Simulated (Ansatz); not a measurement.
Total energies of GeH5OSi (`[SiH3][O][GeH2]`) radical.

```xyz
8

Si    0.8850    0.9057   -0.4081
O     0.1891   -0.1486    0.6343
Ge   -1.4076   -0.9194    0.7624
H     0.5260    2.3057   -0.0577
H     0.4383    0.6409   -1.8045
H     2.3568    0.7393   -0.3198
H    -1.7610   -1.4983   -0.6353
H    -1.2266   -2.0253    1.8287
```

Total charge 0; spin multiplicity 2. Correlated methods include outer-core shells of Ge, which these sets cover unevenly. Scalar relativity is left out up to krypton. All single points use the PBE0-D4/def2-TZVP geometry. Basis def2-TZVPP, Ansatz.

RPA on PBE orbitals: Hartree–Fock energy of these orbitals -2442.08505 Eh, correlation -1.01360 Eh (frozen core).

| functional | energy without D4 (Eh) | D4 term (kJ/mol) |
| --- | --- | --- |
| LDA (SPW92) | -2439.86889 | – |
| PBE | -2444.21690 | -14.8 |
| revPBE | -2444.52510 | -42.2 |
| BLYP | -2444.81051 | -32.3 |
| r2SCAN | -2444.70303 | -3.4 |
| B97M-V | -2444.29121 | – |
| PBE0 | -2444.30446 | -12.5 |
| B3LYP | -2444.85135 | -24.0 |
| r2SCANh | -2444.68908 | -3.7 |
| r2SCAN0 | -2444.66950 | -4.1 |
| HSE06 (plane-wave form) | -2444.29462 | -11.7 |
| BHLYP | -2444.72301 | -19.8 |
| CAM-B3LYP | -2444.88077 | -12.8 |
| LC-ωPBE | -2444.36895 | – |
| ωB97X-V | -2444.51254 | – |
| ωB97M-V | -2444.60288 | – |
| B2PLYP | -2444.23651 | – |
| PBE-QIDH | -2443.88462 | – |

B3LYP takes the VWN-RPA correlation (the form of Gaussian; ORCA's B3LYP/G). HSE06 is the plane-wave form, built on full-range PBE exchange. The double hybrids freeze the cores in their second-order part.

LC-ωPBE has ω = 0.4 bohr⁻¹.
